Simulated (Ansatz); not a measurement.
Geometry optimisation, Ansatz, RKS LDA/def2-SVP.

The input (input.yaml):

```yaml
crystal:
  periodic: [false, false, false]
  atoms:
    - { symbol: Ga, position_ang: [0.0, 0.0, 0.0] }
    - { symbol: H, position_ang: [0.0, 0.0, 1.92] }
    - { symbol: O, position_ang: [1.5501, 0.0, -0.895] }
    - { symbol: H, position_ang: [1.85, -0.9519, -1.0499] }
    - { symbol: Cl, position_ang: [-1.9398, 0.0, -1.12] }
    - { symbol: "N", position_ang: [-0.2789, 2.0978, 0.7032] }
    - { symbol: H, position_ang: [-1.2096, 2.5849, 0.5615] }
    - { symbol: H, position_ang: [0.5192, 2.6078, 1.1791] }
    - { symbol: H, position_ang: [-0.136, 1.0226, 1.8459] }
basis:
  gaussian: { orbitals: def2-SVP }
hamiltonian:
  xc: lda
relax:
  f_tol: 0.15
  max_steps: 25
  restrain:
    - { distance: [0, 5], at: 1.93, k: 30.0 }
    - { distance: [8, 1], at: 0.66, k: 30.0 }
    - { distance: [0, 1], at: 2.77, k: 30.0 }
    - { distance: [8, 5], at: 2.26, k: 30.0 }
```

Run as:

```bash
$ ansatz run input.yaml --threads 2 --pin off --max-ram 3072MiB --backend cpu --events-out ev --progress --plain --runs-dir out
```

Where does it end, and by what steps?

The run converged. The restraints hold the end off the free minimum; the threshold counts their pulls, which the force column leaves out. Restrained pairs: Ga1–N6 (2.23 → 1.87 Å), H2–H9 (1.03 → 0.74 Å), Ga1–H2 (1.92 → 2.77 Å), N6–H9 (1.58 → 2.27 Å). After 8 steps the energy has fallen by 1.640 eV (the restraints' own energy left out); Ga1 moved furthest, 0.72 Å.

```json
{"step": "0", "energy less start (eV)": "0.0000", "largest force component (eV/Å)": "2.913", "accepted": "yes"}
{"step": "1", "energy less start (eV)": "0.0423", "largest force component (eV/Å)": "4.207", "accepted": "yes"}
{"step": "2", "energy less start (eV)": "-0.5728", "largest force component (eV/Å)": "4.394", "accepted": "yes"}
{"step": "3", "energy less start (eV)": "-1.2743", "largest force component (eV/Å)": "2.618", "accepted": "yes"}
{"step": "4", "energy less start (eV)": "-1.5415", "largest force component (eV/Å)": "2.091", "accepted": "yes"}
{"step": "5", "energy less start (eV)": "-1.6116", "largest force component (eV/Å)": "1.782", "accepted": "yes"}
{"step": "6", "energy less start (eV)": "-1.6283", "largest force component (eV/Å)": "1.669", "accepted": "yes"}
{"step": "7", "energy less start (eV)": "-1.6400", "largest force component (eV/Å)": "1.783", "accepted": "yes"}
{"step": "8", "energy less start (eV)": "-1.6404", "largest force component (eV/Å)": "1.874", "accepted": "yes"}
```

```xyz
9
Properties=species:S:1:pos:R:3
Ga -0.009 0.613 -0.386
H -0.161 -0.015 2.308
O 1.593 -0.045 -0.693
H 1.569 -0.906 -1.154
Cl -1.742 -0.414 -1.064
N -0.190 2.297 0.414
H -1.105 2.542 0.804
H 0.593 2.663 0.965
H -0.194 0.627 1.951
```

The run took 9.9 s on 2 threads of Intel(R) Xeon(R) Platinum 8488C (Sapphire Rapids), on a shared host, peak memory 0.17 GiB.
